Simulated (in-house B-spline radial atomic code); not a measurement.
Stripping phosphorus of all its electrons. The total binding energy is the sum of the 15 successive ionisation energies. Configuration: [Ne] 3s2 (3p1/2)2 (3p3/2)1. Computed with a radial B-spline atomic code at the basis-set limit: Dirac-Hartree-Fock, average of the jj configuration, Fermi nucleus of rms radius 3.1889 fm.

Dirac-Coulomb total energy: -341.4889 hartree. First-order corrections (hartree): Breit 0.0699, self-energy 0.04881, vacuum polarisation -0.003108, recoil 0.00506.

Task: What total binding energy follows, and how does it compare with the sum of NIST's ionisation energies?

Result: 9289.10 eV from the corrected total, against 9305.79 ± 0.28 eV from NIST's table (measured, semi-empirical and theoretical entries, uncertainties added in quadrature). The table binds 16.7 eV more, 1.11 eV per electron, the size expected of the correlation energy that Hartree-Fock leaves out.

Task: What share of the binding belongs to the last two electrons?

Result: 63 % by NIST's values (5886.8 eV).
